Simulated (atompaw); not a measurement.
Building the PAW (atompaw) potential for As (PBEsol, scalar-relativistic).

| Item | Value |
| --- | --- |
| Element | As |
| Generator | atompaw 4.2.0.5 |
| Type | PAW |
| Functional | PBEsol |
| Relativity | scalar-relativistic |
| Frozen core | [Ar] 3d10 |
| Valence charge | 5 |
| Reference configuration | 4s1.75 4p3.25 |
| Partial waves | 4s (bound): rc 1.40 bohr; 4s channel at -0.3 Ry: rc 1.40 bohr; 4p (bound): rc 2.05 bohr; 4p channel at 0.05 Ry: rc 2.05 bohr; 4d channel at 0.15 Ry: rc 2.05 bohr |
| Local potential | vpsmatchnc scheme with l = 3 at 0 Ry, radius 1.95 bohr |
| Core correction | smooth core density matched at 1.85 bohr |
| Augmentation charge | sinc compensation charge, radius 2.00 bohr; PAW radius 2.05 bohr; waves and projectors: custom rrkj gramschmidtortho |

- Cutoffs needed: 18 Ry and 35 Ry (the cutoffs (Ry, on a coarse ladder) from which the occupation-weighted sum of valence levels, in a spherical-Bessel basis at the reference potential, stays within 10 and 1 mRy of its value at 400 Ry)
- Ghost test: ghost state, extra bound levels that the all-electron valence spectrum of the same l lacks: s at -104.7 eV; a true bound ghost makes a file unfit for plane-wave use (spherical-Bessel basis up to 400 Ry, 20 bohr box)
- Lowest eigenvalue of the overlap operator: 0.58 (s channel)
- Overlap eigenvalues printed by atompaw (projector basis): 0.166, 1.81, 4.46, 7.75, 9.99
- Share of each valence orbital outside the PAW sphere: 4s 38 %, 4p 63 %
